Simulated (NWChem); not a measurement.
System: C$_{4}$H$_{7}$Cl; SMILES ClCC1CC1

Here is an NWChem input.

```
start job
memory heap 200 mb stack 900 mb global 1100 mb
geometry units angstroms noautoz
  Cl    -0.347062     1.619696     0.000000
  C      1.056273     0.506820     0.000000
  C      0.675858    -0.950629     0.000000
  C     -0.507332    -1.478557     0.751135
  C     -0.507332    -1.478557    -0.751135
  H      1.648542     0.757271     0.891899
  H      1.648542     0.757271    -0.891899
  H      1.569647    -1.586355     0.000000
  H     -0.400163    -2.430062     1.278268
  H     -1.151560    -0.747844     1.247551
  H     -1.151560    -0.747844    -1.247551
  H     -0.400163    -2.430062    -1.278268
end
basis spherical
  Cl library 6-31g*
  C library 6-31g*
  H library 6-31g*
end
dft
  xc xcamb88 1.00 lyp 0.81 vwn_5 0.19 hfexch 1.00
  cam 0.33 cam_alpha 0.19 cam_beta 0.46
  iterations 150
end
tddft
  nroots 8
  notriplet
end
task tddft energy
```

Geometry: optimised at PBE0/def2-SVP. No frequency run checked for a minimum.

Vertical excitations in the gas phase.

Task: What results follow from this input? (CAM-B3LYP/6-31G* (spherical d), full TDDFT.) Quantities: lowest excitation, singlet (eV); oscillator strength of that lowest state; lowest state with f > 0.02, singlet (eV); oscillator strength of that bright state; orbital gap (eV).

Result: The lowest excitation, singlet (eV) comes out as 7.58 and the oscillator strength of that lowest state comes out as 0.000. The lowest state with f > 0.02, singlet (eV) is 9.08 and the oscillator strength of that bright state is 0.020. The orbital gap (eV) is 11.73.
